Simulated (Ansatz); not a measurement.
CH5GaN, SMILES [Ga]([NH2])[CH3], multiplicity 2.

The structure is a stationary point at PBE0-D3(BJ)/def2-SVP. The multiplicity is an assumed one; other spin states were not compared. The isomer is the one that the SMILES or the coordinates give; other isomers of the formula were not compared. Other conformers were not sampled.

Two levels are set side by side: PBE/def2-SVPD (Ansatz, a first-principles code) and PBE0/def2-SVPD (Ansatz). Energy differences of separate SCF runs at the same geometry; the states with an electron removed or added have multiplicity 1 and 1. Differences are taken from unrounded values.

```csv
quantity,PBE0,PBE,PBE minus PBE0
vertical ionisation energy (eV),7.50,7.39,-0.11
vertical electron affinity (eV),0.54,0.65,0.10
```
